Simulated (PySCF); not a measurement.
[PbI2]2+ at several levels of theory

Computed with PySCF 2.14.0 (density fitting, no spin-orbit coupling) at the geometry relaxed with PBE0:

```xyz
3
[PbI2]2+ (singlet)
Pb    0.0000    0.0000    0.1304
I     2.6420    0.0000    0.1282
I    -2.6420    0.0000    0.1282
```

| level | basis | state | HOMO (eV) | gap (eV) | charge on Pb1 (e) | dipole about the centre of mass (D) | largest force component (eV/Å) |
| --- | --- | --- | --- | --- | --- | --- | --- |
| PBE0 | Pb def2-SVP with ECP60, I def2-SVP with ECP28 | singlet | -18.18 | 2.68 | 0.99 | 0.00 | 0.00 |
| TPSS | the same | singlet | -17.18 | 1.07 | 0.97 | 0.00 | 0.28 |
| M06-L | the same | singlet | -17.06 | 1.22 | 1.01 | 0.00 | 0.48 |
| BP86 | the same | singlet | -17.22 | 0.92 | 0.91 | 0.00 | 0.40 |
| r2SCAN | the same | singlet | -17.41 | 1.21 | 0.98 | 0.00 | 0.09 |
| PBE0 | Pb def2-TZVP with ECP60, I def2-TZVP with ECP28 | singlet | -18.08 | 2.83 | 1.08 | 0.00 | 0.34 |

Charges are Mulliken's, which hang on the basis. The relaxation used the grid (50, 194), these runs (75, 302) or, all-electron (x2c bases, spin-free X2C Hamiltonian), (99, 590).

**Question.** What does PBE0 with Pb x2c-SVPall, I x2c-SVPall give here?

**Answer.** state singlet, HOMO (eV) -18.20, gap (eV) 2.68, charge on Pb1 (e) 1.10, dipole about the centre of mass (D) 0.00, largest force component (eV/Å) 0.18. Time: 27 s on 2 threads of Arm Neoverse V1, with other jobs on the host, from free ions and atoms.

In the first row's basis the gap widens with exact exchange: 0.9 to 1.2 eV for BP86, TPSS, r2SCAN, M06-L (none); 2.7 eV for PBE0 (a fixed share).

Small gap, closed shell not tested for a spin-broken solution: BP86.
